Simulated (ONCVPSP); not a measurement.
What one change does to a pseudopotential (Cd (Z = 48), ONCV)

cadmium, optimised norm-conserving Vanderbilt (ONCV), made with ONCVPSP 4.0.1 (PBEsol, scalar-relativistic). Core [Ar] 3d10, reference 4s2 4p6 4d10 5s1 (charge +1). Waves: 4s+5s: rc 1.70 bohr, ncon 3, nbas 6, qcut 8 1/bohr, 2 projectors; 4p: rc 1.05 bohr, ncon 5, nbas 8, qcut 8.5 1/bohr, 1 projector; 4d: rc 1.05 bohr, ncon 5, nbas 9, qcut 15.6 1/bohr, local. Local part: the d channel. Core correction: none.

All-electron outer shells of the reference configuration (PBEsol, scalar-relativistic, ld1.x):

```json
{"shell": "3d", "level (eV)": "-402.42", "outermost node (bohr)": "–", "outermost maximum (bohr)": "0.27"}
{"shell": "4s", "level (eV)": "-114.66", "outermost node (bohr)": "0.43", "outermost maximum (bohr)": "0.79"}
{"shell": "4p", "level (eV)": "-75.76", "outermost node (bohr)": "0.43", "outermost maximum (bohr)": "0.84"}
{"shell": "4d", "level (eV)": "-20.52", "outermost node (bohr)": "0.42", "outermost maximum (bohr)": "0.98"}
{"shell": "5s", "level (eV)": "-13.08", "outermost node (bohr)": "1.06", "outermost maximum (bohr)": "2.23"}
```

Change: all radii scaled by about 0.82 (s 1.40, p 0.86, d 0.86 bohr).

Cutoffs: the cutoffs (Ha) at which the residual kinetic energy of the hardest occupied pseudo-wave falls to 1 and 0.1 mHa per electron; they do not see the model core or the augmentation charge, which bear on the density cutoff. Errors are all-electron minus pseudo energies relative to the spin-unpolarised reference configuration.

Q: What does the change do?

A: The potential gets harder (140 Ha and 174 Ha → 205 Ha and 332 Ha); of the 4 tests that both files solve, the error grows in 1 and shrinks in 2 by more than 15 % and 0.3 meV (median size 4.9 → 2.1 meV); neither file shows a bound ghost. A smaller radius makes the pseudo-wave follow the all-electron one further in, where it bends more sharply, so more plane waves are needed.

```tsv
quantity	base	changed
cutoff, loose	140 Ha	205 Ha
cutoff, tight	174 Ha	332 Ha
loose cutoff by channel	s 19 Ha, p 140 Ha, d 55 Ha	s 24 Ha, p 205 Ha, d 111 Ha
bound ghosts	none	none
GHOST(+) flags under 300 eV	none	s at 124.7 eV
error for 4s2 4p6 4d10 5s2, meV [ΔE -9.31 eV]	+1.3	+1.3
error for 4s2 4p6 4d10 5s0, meV [ΔE 17.10 eV]	-3.6	-3.0
error for 4s2 4p6 4d9 5s0, meV [ΔE 55.09 eV]	-6.3	-0.4
error for 4s2 4p6 4d10 5s1 5p1, meV [ΔE -4.58 eV]	+14	+23
```
